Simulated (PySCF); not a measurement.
An unknown shows these calculated signals:

¹H NMR (500 MHz, computed): δ 8.81 (m, 1H), 8.12 (d, 1H), 8.10 (m, 1H), 7.72 (m, 1H), 7.66 (m, 1H).

¹³C{¹H} NMR (computed): δ 149.5 (C), 143.9 (CH), 133.6 (C), 127.9 (CH), 126.0 (CH), 125.8 (CH), 123.5 (C), 115.5 (CH).

- σ from GIAO-PBE0/pcSseg-1
- coordinates at the GFN2-xTB level
- run in PySCF
- averaged over atoms made equivalent by symmetry, fast rotation or ring inversion, isolated molecule, non-relativistic, one computed conformer

Shifts are taken against calculated references (same method and geometry level): ¹H and ¹³C against TMS.

Which of these does the molecule contain: a heteroaromatic ring, a three-membered ring, an OH group, a CF3 group, a tert-butyl group?

## Answers


- A heteroaromatic ring: yes.
- A three-membered ring: no.
- An OH group: no.
- A CF3 group: yes (δC 133.6).
- A tert-butyl group: no.

The data belong to SMILES c12ccc(C(F)(F)F)cn1ccn2, C$_{8}$H$_{5}$F$_{3}$N$_{2}$; they needn't prove each group on their own.

Carbon signals by region: 8 in the sp2 and nitrile region (100–160 ppm).

Splittings by ¹⁹F in the carbon and heteronuclear signals aren't shown, as no couplings were computed. Shifts are as computed. Against solution values, carbons near 30 ppm lie about +3 ppm off and those near 130 ppm about +5 ppm. Of 1211 compounds with measured shifts, 218 miss one by over three times the rms of a fit or turn the order of signals round; such compounds aren't used in these exercises. Multiplicities follow the n + 1 count of equivalent neighbours, as no J values were calculated; m marks all less simple cases, F and P coupling included.
